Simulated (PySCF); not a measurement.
Precursor series Y Cl-OH. Isolated molecules, 0 K electronic values unless said otherwise. One relaxed conformer stands for each flexible species; it need not be the lowest.

The numbers are results of PySCF with PBE-D3(BJ)/def2-TZVP // r2SCAN-D4/def2-SVP, not measurements. All candidates: neutral, multiplicity 1. 

The HOMO–LUMO gap is 4.12 eV, the LUMO is -3.17 eV and the HOMO is -7.29 eV.

Task: Name which member has these values.
A. [Y(Cl)(OH)2]
B. [Y(Cl)2(OH)]
C. [Y(Cl)3]

Result: B, [Y(Cl)2(OH)]. The others give [Y(Cl)(OH)2]: 4.16 eV, -2.63 eV, -6.79 eV; [Y(Cl)3]: 4.05 eV, -3.69 eV, -7.74 eV
